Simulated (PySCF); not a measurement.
CH4BrIn, SMILES [CH3][InH][Br].

Coordinates come from a PBE0-D3(BJ)/def2-SVP optimisation. The structure was generated by enumeration; whether it is a known compound was not checked. The def2 effective core potentials stand for the cores of In; spin–orbit coupling is left out.

These are C-PCM-PBE0/def2-SVP (PySCF) values and carry that method's errors.

The values are the electrostatic part of the solvation free energy, E(continuum) − E(gas) at the gas-phase geometry, in a cavity of scaled van der Waals radii (PySCF's table); cavitation and dispersion terms are not included. A continuum can't describe solvent molecules that bind to the metal. In vacuum the orbital gap is 5.85 eV. The dipole moment in vacuum is 3.30 D.

```json
[
 {"solvent": "water", "ε": "78.36", "ΔG(elec) (kcal/mol)": "-6.2", "dipole (D)": "4.47", "gap (eV)": "6.50"},
 {"solvent": "toluene", "ε": "2.37", "ΔG(elec) (kcal/mol)": "-3.4", "dipole (D)": "3.91", "gap (eV)": "6.22"},
 {"solvent": "diethylether", "ε": "4.24", "ΔG(elec) (kcal/mol)": "(withheld)", "dipole (D)": "(withheld)", "gap (eV)": "(withheld)"}
]
```

Problem. What belongs in the gaps? (An estimate is asked for; the answer gives what the named calculation found.)

Solution. 
- diethylether, ΔG(elec) (kcal/mol): -4.6
- diethylether, dipole (D): 4.15
- diethylether, gap (eV): 6.35
